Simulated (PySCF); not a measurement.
# Ionisation energy of Ar²⁺ by level of theory

Ar²⁺ [Ne] 3s2 3p4 (3P) → Ar³⁺ [Ne] 3s2 3p3 (4S), as a difference of total energies. Calculation: PySCF 2.14, in aug-cc-pV(D+d)Z (5s4p3d, 32 functions); the non-relativistic Hamiltonian (point nucleus). Correlated levels: valence: [Ne] frozen. The calculations carry no spin-orbit coupling.

```json
{"method": "UHF", "ionisation energy (eV)": "39.320"}
{"method": "MP2 (valence)", "ionisation energy (eV)": "39.809"}
{"method": "SCS-MP2 (valence)", "ionisation energy (eV)": "39.828"}
{"method": "CCSD (valence)", "ionisation energy (eV)": "39.824"}
{"method": "CCSD(T) (valence)", "ionisation energy (eV)": "39.838"}
{"method": "CCSDT (valence)", "ionisation energy (eV)": "39.841"}
```

Problem. How much does correlation contribute at CCSD(T) (valence)?

Solution. 39.838 − (39.320) = 0.518 eV, measured against UHF.

A first-order spin-orbit estimate (lowest level to lowest level, LS coupling) adds 0.062 eV.

Errors of the correlated levels include the incompleteness of this basis and the frozen core.

For comparison: 40.735 ± 0.012 eV (semi-empirical (NIST evaluation); NIST Atomic Spectra Database, ionization energies).
